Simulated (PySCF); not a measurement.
Can point charges reproduce the dipole moment of (CH3)3CCF2CH3, `CC(C)(C)C(C)(F)F`?

Coordinates (GFN2-xTB, Å) and charges (e) from the PBE0/pcSseg-1 density (PySCF):

```json
{"atom": "C1", "x": "-1.627", "y": "-0.683", "z": "0.708", "Mulliken": "-0.1498", "IAO": "-0.4211", "Hirshfeld": "-0.1291", "ESP-fitted": "-0.5697"}
{"atom": "C2", "x": "-0.444", "y": "-0.083", "z": "-0.062", "Mulliken": "-0.6436", "IAO": "+0.0247", "Hirshfeld": "+0.0089", "ESP-fitted": "+0.5427"}
{"atom": "C3", "x": "-0.751", "y": "1.375", "z": "-0.412", "Mulliken": "-0.1568", "IAO": "-0.4210", "Hirshfeld": "-0.1216", "ESP-fitted": "-0.5456"}
{"atom": "C4", "x": "-0.197", "y": "-0.897", "z": "-1.334", "Mulliken": "-0.1567", "IAO": "-0.4209", "Hirshfeld": "-0.1217", "ESP-fitted": "-0.5486"}
{"atom": "C5", "x": "0.804", "y": "-0.148", "z": "0.848", "Mulliken": "+0.4993", "IAO": "+0.5655", "Hirshfeld": "+0.1930", "ESP-fitted": "+0.5403"}
{"atom": "C6", "x": "2.103", "y": "0.399", "z": "0.282", "Mulliken": "-0.2132", "IAO": "-0.4508", "Hirshfeld": "-0.1356", "ESP-fitted": "-0.6150"}
{"atom": "F7", "x": "0.539", "y": "0.505", "z": "2.025", "Mulliken": "-0.3099", "IAO": "-0.3164", "Hirshfeld": "-0.0959", "ESP-fitted": "-0.2659"}
{"atom": "F8", "x": "1.016", "y": "-1.448", "z": "1.231", "Mulliken": "-0.3099", "IAO": "-0.3165", "Hirshfeld": "-0.0958", "ESP-fitted": "-0.2656"}
{"atom": "H9", "x": "-1.422", "y": "-1.717", "z": "0.975", "Mulliken": "+0.1214", "IAO": "+0.1477", "Hirshfeld": "+0.0349", "ESP-fitted": "+0.1369"}
{"atom": "H10", "x": "-1.812", "y": "-0.121", "z": "1.620", "Mulliken": "+0.1214", "IAO": "+0.1477", "Hirshfeld": "+0.0348", "ESP-fitted": "+0.1365"}
{"atom": "H11", "x": "-2.523", "y": "-0.653", "z": "0.094", "Mulliken": "+0.1098", "IAO": "+0.1364", "Hirshfeld": "+0.0406", "ESP-fitted": "+0.1425"}
{"atom": "H12", "x": "0.012", "y": "1.796", "z": "-1.062", "Mulliken": "+0.1099", "IAO": "+0.1327", "Hirshfeld": "+0.0377", "ESP-fitted": "+0.1220"}
{"atom": "H13", "x": "-1.704", "y": "1.428", "z": "-0.932", "Mulliken": "+0.1150", "IAO": "+0.1432", "Hirshfeld": "+0.0441", "ESP-fitted": "+0.1405"}
{"atom": "H14", "x": "-0.818", "y": "1.978", "z": "0.490", "Mulliken": "+0.1241", "IAO": "+0.1478", "Hirshfeld": "+0.0372", "ESP-fitted": "+0.1298"}
{"atom": "H15", "x": "0.128", "y": "-1.904", "z": "-1.085", "Mulliken": "+0.1242", "IAO": "+0.1479", "Hirshfeld": "+0.0372", "ESP-fitted": "+0.1294"}
{"atom": "H16", "x": "0.556", "y": "-0.430", "z": "-1.963", "Mulliken": "+0.1098", "IAO": "+0.1327", "Hirshfeld": "+0.0376", "ESP-fitted": "+0.1234"}
{"atom": "H17", "x": "-1.120", "y": "-0.965", "z": "-1.905", "Mulliken": "+0.1150", "IAO": "+0.1432", "Hirshfeld": "+0.0440", "ESP-fitted": "+0.1418"}
{"atom": "H18", "x": "2.879", "y": "0.284", "z": "1.036", "Mulliken": "+0.1369", "IAO": "+0.1656", "Hirshfeld": "+0.0494", "ESP-fitted": "+0.1916"}
{"atom": "H19", "x": "1.993", "y": "1.453", "z": "0.047", "Mulliken": "+0.1266", "IAO": "+0.1559", "Hirshfeld": "+0.0502", "ESP-fitted": "+0.1667"}
{"atom": "H20", "x": "2.386", "y": "-0.157", "z": "-0.605", "Mulliken": "+0.1267", "IAO": "+0.1559", "Hirshfeld": "+0.0501", "ESP-fitted": "+0.1664"}
```

Q: What dipole does each set of charges give (1 e·Å = 4.803 D), and what does the density give?

A: The full density gives (-0.02, 0.84, -2.07) D, 2.23 D in size; dipole vectors point from the negative to the positive end.

| scheme | μx | μy | μz | size (D) | share of the full size (%) | angle to the full dipole (°) |
| --- | --- | --- | --- | --- | --- | --- |
| Mulliken | 0.39 | 1.61 | -3.72 | 4.07 | 183 | 6 |
| IAO | -0.03 | 1.28 | -3.16 | 3.41 | 153 | 0 |
| Hirshfeld | 0.29 | 0.48 | -1.01 | 1.15 | 52 | 15 |
| ESP-fitted | -0.03 | 0.85 | -2.10 | 2.26 | 102 | 0 |

Q: Which set comes closest?

A: Length of the difference vector: ESP-fitted 0.04 D, Hirshfeld 1.16 D, IAO 1.18 D, Mulliken 1.87 D. Closest: ESP-fitted. 

Q: What is left for the Hirshfeld atoms' own dipoles?

A: The Hirshfeld atoms' densities add up to the full density, so μ = Σ q r + Σ (atomic dipoles). The atomic dipoles sum to (-0.02, 0.84, -2.07) − (0.29, 0.48, -1.01) = (-0.31, 0.36, -1.06) D, 1.16 D in size.

Q: With the origin at the mean of the coordinates, (0.000, 0.001, 0.000) Å, which are the largest single terms, by size, of the ESP-fitted dipole along the direction of the full one?

A: C1 +2.46, C4 -2.37, C3 -2.37, C5 -2.20, F7 +2.16 D; all 20 atoms together +2.26 D. The single terms depend on the origin, their sum doesn't.

Q: Give the size of the full dipole in other units.

A: 2.23 D = 0.877 au = 0.464 e·Å = 7.43 × 10⁻³⁰ C·m.

Isolated species at its GFN2-xTB geometry, gas phase.

The run behind these numbers computed NMR shieldings as well. The run took 36 s of wall time on an Arm Neoverse V1 with one thread, no GPU, on a shared host.

The values belong to the conformer `[CH3:1][C:2]([CH3:3])([CH3:4])[C:5]([CH3:6])([F:7])[F:8]`: C1–C2–C5–C6 180°.
